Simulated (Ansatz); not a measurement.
CH7NSn⁻, that is SnH3(NHMe) with one electron more. Total charge -1; doublet. Geometry B3LYP-D4/def2-SVP, that of the neutral singlet; atoms count from 1.

```xyz
10

Sn   -0.941    0.923    0.848
H    -1.200    0.802    2.541
H    -0.239    2.427    0.405
H    -2.432    0.708   -0.007
N     0.471   -0.505    0.399
C     0.903   -0.707   -0.973
H     0.291   -1.391    0.870
H     0.152   -1.166   -1.653
H     1.193    0.257   -1.425
H     1.803   -1.348   -1.006
```

In the def2 sets Sn takes a core potential; there is no spin–orbit coupling. The highest occupied level of the charge -1 doublet lies above zero (up to 1.97 eV). By energy differences it is unbound by 0.88 eV (vertical, against the charge 0 singlet, at PBE0-D4/def2-TZVPD) and held by the finite basis.

(1) Estimate the Mulliken populations from the PBE0/def2-TZVPD orbitals of Ansatz.

(2) Where does the spin sit?

(3) And the Mayer bond orders between heavy atoms (over 0.3)?

## Answers

(1) 
```tsv
atom	charge (e)	spin (α − β)
Sn1	-1.68	1.97
H2	0.00	-0.02
H3	-0.02	0.00
H4	-0.03	-0.01
N5	1.06	-1.55
C6	-1.09	0.53
H7	-0.10	0.29
H8	0.40	-0.17
H9	0.27	-0.05
H10	0.18	0.00
```
Mulliken values depend strongly on the basis. With diffuse functions, as here, like atoms can get unlike values, and bond orders can come out too low or too high.

(2) Summed by element: Sn 1.97, H 0.05, N -1.55, C 0.53, of 1 unpaired in all. Largest on single atoms: Sn1 1.97, N5 -1.55, C6 0.53.

(3) Sn1–C6 2.13 (3.06 Å).
